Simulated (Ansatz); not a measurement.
`S[SiH2][GeH3]` + H–F → `F[SiH2][GeH3]` + H₂S at 700 K and 1 bar (ligand exchange at the Si–S bond).

Calculated with Ansatz (gas phase, PBE0-D4/def2-TZVP geometries, no zero-point term in ΔE). CCSD(T)/CBS is the MP2 limit (def2-TZVPP, def2-QZVPP) plus CCSD(T) − MP2 in def2-TZVPP, frozen cores. This one scheme is used for every species. For Ge outer-core shells are correlated without core-valence functions, which leaves a few kJ/mol of doubt a bond. Scalar relativity is left out up to krypton. One conformer a species, not always the lowest.

| species | CCSD(T)/CBS energy (Eh) | H − E (kJ/mol) | S (J/(mol·K)) |
| --- | --- | --- | --- |
| `S[SiH2][GeH3]` | -2766.59259 | 204.9 | 458.9 |
| H–F | -100.39570 | 45.2 | 198.5 |
| `F[SiH2][GeH3]` | -2468.03899 | 177.4 | 421.0 |
| H₂S | -398.97279 | 64.8 | 236.9 |

H − E and S are ideal-gas, rigid-rotor, harmonic terms from PBE0-D4/def2-TZVP, for one conformer and one mirror image of each species. 1 Eh = 2625.50 kJ/mol, R = 8.31446 J/(mol·K).

By hand: ΔE, ΔH, ΔS and ΔG.

ΔE = (-2468.03899) + (-398.97279) − (-2766.59259) − (-100.39570) = -0.02349 Eh = -61.7 kJ/mol. Δ(H − E) = 177.4 + 64.8 − 204.9 − 45.2 = -7.9, so ΔH = -69.6 kJ/mol. ΔS = 421.0 + 236.9 − 458.9 − 198.5 = 0.5 J/(mol·K). ΔG = -69.6 − 700 × (0.5)/1000 = -69.9 kJ/mol.

By hand: the equilibrium constant, and the temperature at which ΔG would vanish if ΔH and ΔS stayed fixed.

log₁₀ K = −ΔG/(RT ln 10) = 5.2. ΔH and −TΔS have one sign here, so there is no such temperature. One of them is within its doubt of zero, so this could turn.

The number of gas molecules stays the same, so ΔS is small and ΔH decides. A doubt of 5 kJ/mol in ΔE shifts log₁₀ K by 0.4 here. Other conformers and mirror images would add mixing entropy, several J/(mol·K) or more a flexible species. These are equilibria of isolated gas molecules and say nothing of rates. Largest T1 diagnostic: 0.012 (customary marks: 0.02 for closed shells, 0.045 for open ones).
